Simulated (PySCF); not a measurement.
Species: C6H9O2 (doublet state).
Structure used (GFN2-xTB), in Å, numbered top down from 1:
```
atom  x, y, z in Å
C1    -2.2987    0.5717   -0.4370
O2    -1.6088   -0.5217   -0.9981
C3    -0.9778   -1.3285   -0.0369
C4     0.2823   -0.7061    0.5728
O5     0.5780   -0.8796    1.7292
C6     1.0866    0.0882   -0.3868
C7     2.5440   -0.1370   -0.4554
C8     2.1025    1.0666    0.2130
H9    -2.7076    1.1376   -1.2716
H10   -1.6317    1.2127    0.1502
H11   -3.1156    0.2289    0.2083
H12   -1.6673   -1.6017    0.7742
H13   -0.6697   -2.2410   -0.5587
H14    0.5517    0.3215   -1.3031
H15    3.1651   -0.3212   -1.3041
H16    2.2476    2.0439   -0.2366
H17    2.1126    1.0779    1.2970
```

The hyperfine couplings belong to this conformer and change with its torsions.

The species is `COCC(=O)[C@@H]1[CH]C1` [radical].

Theory: PySCF 2.14.0, UKS B3LYP, pcH-1 on C H O, non-relativistic, mean-field spin-orbit, GIAO. One conformer (not necessarily the lowest) at the GFN2-xTB geometry, without solvent, vibrations or thermal averaging. Couplings are sensitive to structure, and on GFN2-xTB geometries they can be far from those on DFT ones. The SCF solution wasn't tested for stability.

**Question.** Break the g tensor into its mass correction, gauge correction and orbital-Zeeman/spin–orbit terms.

**Answer.** 
```tsv
Δg (ppm)	1	2	3
relativistic mass correction	-147	-147	-147
gauge correction	14	9	8
orbital Zeeman/spin–orbit	-82	404	737
total	-214	266	599
```

So g = 2.00210, 2.00259, 2.00292 and g_iso = 2.00254; the tensor is rhombic: the two nearest values differ by 41 % of g3 − g1. 

**Question.** What effective moment and Curie constant follow for a powder?

**Answer.** With the mean of g² = 4.0102 and S(S+1) = 0.75: μ_eff = √(⟨g²⟩S(S+1)) = 1.734 μB and χT = 0.12505·⟨g²⟩·S(S+1) = 0.376 cm³ K/mol (cgs; spin-Hamiltonian part alone).

**Question.** At 9.597 GHz, how far is the centre of the isotropic spectrum from where a free electron (g = 2.002319) resonates?

**Answer.** B = hν/(g μB) with μB/h = 13.99624 MHz/mT gives 342.44 mT for the free electron and 342.41 mT at g_iso, 0.04 mT lower.

**Question.** How much does each term add to the isotropic shift?

**Answer.** The orbital-Zeeman/spin–orbit term 353, the mass correction -147 and the gauge correction 11 ppm, for a total of 217 ppm. The orbital-Zeeman/spin–orbit term is the largest in size. The mass correction is the same along every axis, so the anisotropy comes from the other two: their spans along these axes are 6 (gauge) and 819 ppm (orbital Zeeman/spin–orbit).

**Question.** In a frozen sample, at which fields do the three g values resonate at 9.5, 34, 94 and 263 GHz (hyperfine left aside), and which band first spreads them over more than twice a line width of 1.0 mT?

**Answer.** 
```tsv
band	GHz	B(g3) mT	B(g2) mT	B(g1) mT	spread mT
X	9.5	338.88	338.94	339.02	0.14
Q	34.0	1212.84	1213.04	1213.33	0.49
W	94.0	3353.15	3353.71	3354.51	1.36
J	263.0	9381.69	9383.25	9385.50	3.81
```

The spread grows in proportion to the frequency. J band is the first where it exceeds 2.0 mT.

The largest Mulliken spin population is on C7 (+0.97). The angles at C7 add up to 326.4°, so it is pyramidal.

The HOMO–LUMO gaps are 5.21 eV among the α and 4.64 eV among the β orbitals.

Time: 98 s wall (grids of density and orbitals included); peak memory 1.0 GiB. Hardware: an Arm Neoverse V1 with one thread, shared host.
